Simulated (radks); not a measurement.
Values are calculated unless marked as measured or tabulated.
The nuclear charge of neutral zirconium is varied continuously with 40 electrons held in [Kr] 4d2 5s2. Code: a radial shooting solver on a logarithmic mesh with Libxc functionals. Model: Dirac Kohn-Sham, PBE, spin-unpolarised, spherical densities, finite nucleus; open shells are shared between the two j in proportion to 2j + 1; Fermi nuclear charge, rms radius 4.2694 fm. By the Hellmann-Feynman theorem dE/dZ = E(electron-nucleus)/Z, the electronic potential at the nucleus (averaged over a nucleus of fixed radius).

Z     E (hartree)  E(electron-nucleus)/Z (hartree)   HOMO  e(HOMO) (eV)  <r> HOMO (bohr)
39.8  -3555.63662                         -215.644  4d5/2        -1.967            2.468
39.9  -3577.23822                         -216.388  4d5/2        -2.736            2.384
40    -3598.91413                         -217.130  4d5/2        -3.548            2.310
40.1  -3620.66428                         -217.873  4d5/2        -4.403            2.244
40.2  -3642.48863                         -218.614  4d5/2        -5.297            2.185
40.3  -3664.38713                         -219.356  4d5/2        -6.228            2.131
40.4  -3686.35974                         -220.097  5s1/2        -7.073            3.463
40.5  -3708.40645                         -220.837  5s1/2        -7.787            3.404
40.6  -3730.52721                         -221.578  5s1/2        -8.521            3.348
40.7  -3752.72202                         -222.318  5s1/2        -9.275            3.295
40.8  -3774.99085                         -223.058  5s1/2       -10.048            3.243
40.9  -3797.33370                         -223.799  5s1/2       -10.841            3.194
41    -3819.75056                         -224.539  5s1/2       -11.652            3.147

The central difference of E at Z = 40 is -217.130 hartree, to compare with the third column; the second derivative is -7.42 hartree.
